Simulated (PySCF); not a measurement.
InF, SMILES [F][In] (connectivity only; charge and spin as stated), neutral, multiplicity 1.

The structure is a stationary point at r2SCAN-D4/def2-TZVP. The def2 effective core potentials stand for the cores of In; spin–orbit coupling is left out.

The numbers are results of r2SCAN-D4/def2-TZVP (PySCF 2.14.0), not measurements.

Frequencies are harmonic and unscaled.

```tsv
mode	ν (cm⁻¹)	IR (km/mol)	Raman (Å⁴/amu)	depolarisation	moving atoms (share of kinetic energy)
1	533	111.7	5.6	0.75	F 86 %, In 14 %
```
